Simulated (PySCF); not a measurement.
These 3 structures share the formula C8H8. Theory: PBE0-D3(BJ)/def2-SVP geometry optimisation, gas phase (PySCF 2.14.0). One conformer each; no zero-point energy, no entropy. No frequencies were run at this level. Point groups hold within 0.08 Å.

Question: Order them by energy at this level, lowest first, and give relative energies in kcal/mol.
A. `[CH:1]#[C:2][C:3]([C:4]#[CH:5])=[CH:6][CH2:7][CH3:8]` with C3–C6–C7–C8 117°
B. `C=CC#CC=C1CC1`
C. `[CH:1]#[C:2][CH:3]=[C:4]=[CH:5][CH2:6][CH:7]=[CH2:8]` with C4–C5–C6–C7 116°, C5–C6–C7–C8 116°

Answer: B (0.0), A (9.8), C (10.3).

As drawn, the lowest has a three-membered ring, which the highest lacks; the highest has cumulated double bonds, which the lowest lacks. Neighbours under 2.5 kcal/mol apart (C#CC(C#C)=CCC and C#CC=C=CCC=C) can change places with a better method, another conformer or zero-point energy.

```csv
SMILES,E (Eh),E rel (kcal/mol),dipole (D),point group,"A, B, C (MHz)"
C=CC#CC=C1CC1,-308.92877,0.0,0.87,near Cs,"6589, 793.8, 715.4"
C#CC(C#C)=CCC,-308.91321,9.8,1.15,C1,"2819, 1353, 967.1"
C#CC=C=CCC=C,-308.91243,10.3,0.88,C1,"10815, 660.4, 645.4"
```
